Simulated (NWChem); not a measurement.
System: SiO₂ anion, doublet

The following NWChem deck was run.

```
start job
memory heap 200 mb stack 900 mb global 1100 mb
charge -1
geometry units angstroms noautosym nocenter noautoz
  O     -1.475900     0.000000    -0.273760
  Si     0.000000     0.000000     0.293367
  O      1.475900     0.000000    -0.273760
end
basis spherical
  * library iglo-ii
end
dft
  odft
  mult 2
  xc xcamb88 1.00 lyp 0.81 vwn_5 0.19 hfexch 1.00
  cam 0.33 cam_alpha 0.19 cam_beta 0.46
  iterations 150
end
property
  hyperfine
end
task dft property
```

Excerpt of the output:

```
             Northwest Computational Chemistry Package (NWChem) 7.3.0
             --------------------------------------------------------

                             Geometry "geometry" -> ""
                             -------------------------

 Output coordinates in angstroms (scale by  1.889725989 to convert to a.u.)

  No.       Tag          Charge          X              Y              Z
 ---- ---------------- ---------- -------------- -------------- --------------
    1 O                    8.0000    -1.47590000     0.00000000    -0.27376000
    2 Si                  14.0000     0.00000000     0.00000000     0.29336700
    3 O                    8.0000     1.47590000     0.00000000    -0.27376000

 Effective nuclear repulsion energy (a.u.)      86.4433082458

                              NWChem Property Module
                              ----------------------

  itol2e modified to match energy
  convergence criterion.

                                 NWChem DFT Module
                                 -----------------

 Summary of "ao basis" -> "ao basis" (spherical)
 ------------------------------------------------------------------------------
       Tag                 Description            Shells   Functions and Types
 ---------------- ------------------------------  ------  ---------------------
 O                          iglo-ii                 10       22   5s4p1d
 Si                         iglo-ii                 15       35   7s6p2d

  itol2e modified to match energy
  convergence criterion.

            General Information
            -------------------
          SCF calculation type: DFT
          Wavefunction type:  spin polarized.
          No. of atoms     :     3
          No. of electrons :    31
           Alpha electrons :    16
            Beta electrons :    15
          Charge           :    -1
          Spin multiplicity:     2
          Use of symmetry is: off; symmetry adaption is: off
          Maximum number of iterations: 150
          AO basis - number of functions:    79
                     number of shells:    35
          Convergence on energy requested:  1.00D-07
          Convergence on density requested:  1.00D-05
          Convergence on gradient requested:  5.00D-04

              XC Information
              --------------
                     Hartree-Fock (Exact) Exchange  1.000
                   CAM-Becke88 Exchange Functional  1.000
                      VWN V Correlation Functional  0.190 local
              Lee-Yang-Parr Correlation Functional  0.810

[...]

          ----------------------
          Hyperfine Interactions
          ----------------------

 Total Spin Density (Fermi Contact Term)
 ------------------ --------------------
     Atom            x         y         z       Density (a.u.)      Aiso(MHz)     Aiso(Gauss)
     1  17-O     -2.78905   0.00000  -0.51733       0.067655        -41.012365     -14.634207
     2  29-Si     0.00000   0.00000   0.55438       0.685206       -608.961337    -217.292181
     3  17-O      2.78905   0.00000  -0.51733       0.067655        -41.012469     -14.634244

           -------------------------------------------
           Anisotropic Interaction (Spin-Dipolar Term)
           -------------------------------------------

 ------------------------------------------------------------
     Atom            x         y         z
 ------------------------------------------------------------
     1  17-O     -2.78905   0.00000  -0.51733

   Spin-Dipolar term (a.u.)
        xx             yy             zz             xy             xz             yz
 ------------------------------------------------------------------------------------------
      -0.006756      -0.507552       0.514309       0.000000       0.642494       0.000000

   Principal Comp. of -hf- tensor (au)            Anisotropic -hfcc- (MHz)               Anisotropic -hfcc- (Gauss)
 --------------------------------------------------------------------------------------------------------------------------
     -0.439531    -0.507552     0.947084      31.804171    36.726140   -68.530310      11.348500    13.104778   -24.453277

   Orientation of the principal axis of Hyperfine Tensor w.r.t absolute (molecular) frame
 --------------------------------------------------------------------------------------------------------------------------
      0.829392    -0.000000     0.558667
      0.000000     1.000000     0.000000
     -0.558667     0.000000     0.829392

 ------------------------------------------------------------
     Atom            x         y         z
 ------------------------------------------------------------
     2  29-Si     0.00000   0.00000   0.55438

   Spin-Dipolar term (a.u.)
        xx             yy             zz             xy             xz             yz
 ------------------------------------------------------------------------------------------
      -0.416523      -0.222507       0.639031       0.000000       0.000001      -0.000000

   Principal Comp. of -hf- tensor (au)            Anisotropic -hfcc- (MHz)               Anisotropic -hfcc- (Gauss)
 --------------------------------------------------------------------------------------------------------------------------
     -0.416523    -0.222507     0.639031      44.186486    23.604482   -67.790968      15.766810     8.422652   -24.189462

   Orientation of the principal axis of Hyperfine Tensor w.r.t absolute (molecular) frame
 --------------------------------------------------------------------------------------------------------------------------
      1.000000     0.000000     0.000000
     -0.000000     1.000000    -0.000000
     -0.000000     0.000000     1.000000

 ------------------------------------------------------------
     Atom            x         y         z
 ------------------------------------------------------------
     3  17-O      2.78905   0.00000  -0.51733

[...]
```

Level: CAM-B3LYP/IGLO-II, spin-unrestricted, contact and dipolar terms. In the optimisation the excess spin sits in a1 (C2v, its own frame). Sets without diffuse functions describe the anion's extra electron poorly. Geometry: optimised at B3LYP/def2-SVPD, spin-unrestricted. No stability test was run on the SCF state.
